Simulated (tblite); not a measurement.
Compound: SnBr4.
SMILES: `[Br][Sn]([Br])([Br])[Br]`

Computed values, GFN2-xTB/tblite, gas phase, harmonic and unscaled. Against measured fundamentals such values can be off by several per cent, at times by over 20.

Harmonic wavenumbers (cm⁻¹): 48.6, 48.8, 60.8, 60.9, 61.0, 149.1, 218.4, 218.4, 218.6.

A = 369.7, B = 368.4, C = 368.0 MHz; mass 435.576 u (most abundant isotopes); point group Td, symmetry number 12.

Question: What is the zero-point energy?

Answer: ½Σν̃ = 542 cm⁻¹ = 1.55 kcal/mol.

Question: Give the ideal-gas entropy at 400 K and 1 bar in the rigid-rotor, harmonic-oscillator model (classical rotation).

Answer: Translation 45.59, rotation 29.07, vibration 36.73: S = 111.4 cal/(mol K).

Question: And Cp and H(400 K) − H(0)?

Answer: Cp = 25.46 cal/(mol K), of which vibrations give 17.51 (their classical limit is 9 R = 17.9); H(400 K) − H(0) = 8.94 kcal/mol without the zero-point energy, 5.76 from vibrations.

Question: How do the functions run with temperature in this model?

Answer: 
| T (K) | S (cal/(mol K)) | Cp (cal/(mol K)) | H − H(0) (kcal/mol) | G − H(0) (kcal/mol) | ln q(vib) |
| --- | --- | --- | --- | --- | --- |
| 100 | 78.0 | 21.5 | 1.58 | -6.21 | 3.24 |
| 200 | 94.0 | 24.4 | 3.92 | -14.89 | 6.66 |
| 300 | 104.1 | 25.2 | 6.40 | -24.83 | 9.22 |
| 500 | 117.1 | 25.6 | 11.49 | -47.05 | 12.89 |
| 800 | 129.1 | 25.7 | 19.19 | -84.12 | 16.57 |
| 1000 | 134.9 | 25.8 | 24.35 | -110.55 | 18.40 |

q(vib) and H(0) count from the zero-point level.

Question: Blend soft modes into free rotors: weight 1/[1 + (100 cm⁻¹/ν̃)⁴] for the oscillator and the rest for a rotor with moment μB/(μ + B), μ = h/(8π²ν), B = 10⁻⁴⁴ kg m². What vibrational entropy results?

Answer: 30.00 cal/(mol K) in place of 36.73, which changes −T·S at 400 K by +2.69 kcal/mol.

Question: What must be added to the electronic energy to get the Gibbs energy at 400 K and 1 bar?

Answer: ZPE + [H(400 K) − H(0)] − T·S = 1.55 + 8.94 − 44.55 = -34.06 kcal/mol.

Question: Which modes carry the vibrational entropy at 400 K?

Answer: 48.6 cm⁻¹: 5.46; 48.8 cm⁻¹: 5.45; 60.8 cm⁻¹: 5.01; 60.9 cm⁻¹: 5.01; 61.0 cm⁻¹: 5.01; 149.1 cm⁻¹: 3.25 cal/(mol K); the other 3 give 7.55 together.

Hindered rotation and anharmonicity are outside this model.

Hardware: an Arm Neoverse V1 with one thread, shared host with 64 logical CPUs at a one-minute load of 18. Cost: 0.17 s of wall time. The figure is for the frequency step alone.
